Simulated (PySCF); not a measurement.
Species: C₂H₆ClISi.
Cartesian coordinates in Å at the PBE0-D3(BJ)/def2-SVP level; atoms count from 1:
```
atom  x, y, z in Å
Cl1   -0.4489    1.9020   -1.3849
C2    -1.2305    0.7010   -0.3098
C3    -0.4409   -0.5890   -0.2471
Si4    1.3536   -0.4455    0.3193
I5     1.4013    0.7630    2.4591
H6    -1.3094    1.1701    0.6814
H7    -2.2439    0.5394   -0.7024
H8    -0.4283   -1.0809   -1.2361
H9    -0.9437   -1.2839    0.4482
H10    2.2308    0.2814   -0.6351
H11    1.8943   -1.8124    0.5685
```

The calculation used PySCF 2.14.0, PBE0-D3(BJ)/def2-SVP geometry optimisation, gas phase, def2 core potentials past Kr.

Take the most abundant isotopes and a rigid rotor. The values belong to one conformer with, in the numbering `[Cl:1][CH2:2][CH2:3][SiH2:4][I:5]`, Cl1–C2–C3–Si4 57°, C2–C3–Si4–I5 53°.

(1) Give the principal moments of inertia and the rotational constants in GHz.

(2) What kind of rotor is it?

(3) What does the inertial defect say?

(4) Give the other two planar moments, Paa and Pbb, and the rms extents of the mass along the axes.

(5) List the rotational levels J(Ka,Kc) to J = 3 (cm⁻¹).

(6) Which lines would a microwave search look for?

(7) Estimate the classical rotational partition function at 100 K, 200 K and 500 K.

Results:

(1) Ia = 168.90, Ib = 722.08, Ic = 795.89 u·Å²; 505379 MHz·u·Å²/I gives 2992, 699.9 and 635.0 MHz, that is A = 2.9922, B = 0.6999, C = 0.6350 GHz.

(2) A near-prolate asymmetric top: κ = (2 × 699.9 − 2992 − 635.0)/(2992 − 635.0) = -0.94.

(3) Not planar: Δ = Ic − Ia − Ib = -95.09 u·Å². For a rigid frame Δ = −2 Σ m c², so Σ m c² = 47.55 u·Å² lies off the ab plane: 12.45 from hydrogen and 35.10 from heavier atoms. The atom farthest from that plane is 1.92 Å away.

(4) Paa = Σ m a² = (Ib + Ic − Ia)/2 = 674.54 and Pbb = Σ m b² = (Ia + Ic − Ib)/2 = 121.35 u·Å². With the mass M = 219.90 u, the rms extents √(P/M) along a, b and c are 1.75, 0.74, 0.46 Å.

(5) Above 0(0,0):
J = 1: 1(0,1) 0.0445, 1(1,1) 0.1210, 1(1,0) 0.1232
J = 2: 2(0,2) 0.1335, 2(1,2) 0.2079, 2(1,1) 0.2144, 2(2,1) 0.4438, 2(2,0) 0.4438
J = 3: 3(0,3) 0.2669, 3(1,3) 0.3382, 3(1,2) 0.3512, 3(2,2) 0.5773, 3(2,1) 0.5776, 3(3,1) 0.9651, 3(3,0) 0.9651
Those of J = 1 are B + C, A + C and A + B.

(6) The dipole components are |μa| = 1.00 D, |μb| = 1.69 D, |μc| = 1.49 D. The squared components, which scale the intensities, stand as 0.35 : 1.00 : 0.77 (a : b : c). Some of the stronger lines:

```
type  branch         J(Ka,Kc)    MHz  lower level (cm⁻¹)
   a       R  1(0,1) ← 0(0,0)   1335               0.000
   c       Q  2(1,2) ← 2(0,2)   2229               0.134
   c       Q  1(1,1) ← 1(0,1)   2292               0.045
   b       Q  1(1,0) ← 1(0,1)   2357               0.045
   b       Q  2(1,1) ← 2(0,2)   2423               0.134
   a       R  2(1,1) ← 1(1,0)   2735               0.123
   b       Q  5(1,4) ← 5(0,5)   2849               0.666
   a       R  4(2,3) ← 3(2,2)   5338               0.577
   a       R  5(0,5) ← 4(0,4)   6647               0.445
   c       R  5(1,4) ← 4(0,4)   9497               0.445
   b       R  2(2,1) ← 1(1,0)   9612               0.123
   b       Q  4(3,1) ← 4(2,2)  11608               0.756
   c       Q  3(3,1) ← 3(2,1)  11618               0.578
   b       Q  3(3,0) ← 3(2,1)  11618               0.578
   c       R  5(2,4) ← 4(1,4)  13973               0.512
   b       R  5(2,3) ← 4(1,4)  14020               0.512
   b       R  3(3,0) ← 2(2,1)  15629               0.444
   c       R  4(3,2) ← 3(2,2)  16967               0.577
   c       R  5(3,3) ← 4(2,3)  18307               0.755
   c       Q  5(5,1) ← 5(4,1)  20920               1.909
   b       Q  5(5,0) ← 5(4,1)  20920               1.909
```

(7) Point group C1, symmetry number σ = 1; q = (√π/σ)·√((kT/h)³/(ABC)), k/h = 20836.6 MHz/K: 146000 at 100 K, 413000 at 200 K, 1630000 at 500 K.

No frequency check. No vibrational averaging or centrifugal distortion is included, and the geometry carries the error of its method. Quadrupole hyperfine structure (35Cl, 127I) is left out.
